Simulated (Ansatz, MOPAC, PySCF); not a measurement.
Two conformers of C2H5BO (SMILES C=CBO), B3LYP-D3(BJ)/def2-TZVP minima.
Conformer 1 (charge 0, multiplicity 1, Z-matrix in Å and degrees):
```
C
C 1 1.3358
H 2 1.0847 1 122.86
H 2 1.0852 3 116.13 1 180.00
H 1 1.0880 2 118.47 3 0.00
B 1 1.5443 5 119.90 2 -179.99
O 6 1.3610 1 118.96 5 0.03
H 7 0.9619 6 113.78 1 179.99
H 6 1.2001 7 120.06 8 0.00
```
Conformer 2 (charge 0, multiplicity 1, Z-matrix in Å and degrees):
```
C
C 1 1.3356
H 2 1.0847 1 122.90
H 2 1.0848 3 116.25 1 -180.00
H 1 1.0907 2 117.59 3 0.01
B 1 1.5499 5 120.74 2 180.00
O 6 1.3592 1 123.14 5 0.00
H 7 0.9640 6 114.10 1 0.04
H 6 1.1947 7 116.01 8 -179.96
```

No zero-point or thermal terms.

The state reached by PM7 isn't checked; PM7 holds dispersion and hydrogen-bond terms.

The values were computed with Ansatz (Gaussian orbitals); MOPAC for PM7 (differences of heats of formation); PySCF for the dispersion terms. 

Problem. What electronic energy of conformer 2 less that of conformer 1 does PM7 give?

Solution. -1.7 kcal/mol

Ansatz is an electronic-structure program.
